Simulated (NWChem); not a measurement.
Correlation energy of BiCl3

```
Bi
Cl 1 2.4588
Cl 1 2.4588 2 99.09
Cl 1 2.4588 2 99.09 3 -100.82
```
Charge 0, spin multiplicity 1.

All runs are NWChem calculations. The geometry was optimised at PBE0/def2-SVP with def2 effective core potentials on Bi, a minimum by its harmonic frequencies.

Basis set: def2-SVP. Each correlation energy counts from its own Hartree-Fock reference.

Effective core potentials replace the inner electrons of Bi; spin-orbit coupling is left out. The correlated methods keep 19 core orbitals frozen. The structure started from a generated list of species. Coupled-cluster values serve here as a point of comparison, not as the truth.

**Question.** Order these methods by the correlation energy they give, lowest first: MP2, SCS-MP2, CR-CCSD[T], CCSD.

**Answer.** CR-CCSD[T] (-550.0 mHa), CCSD (-538.9 mHa), MP2 (-500.3 mHa), SCS-MP2 (-480.7 mHa)
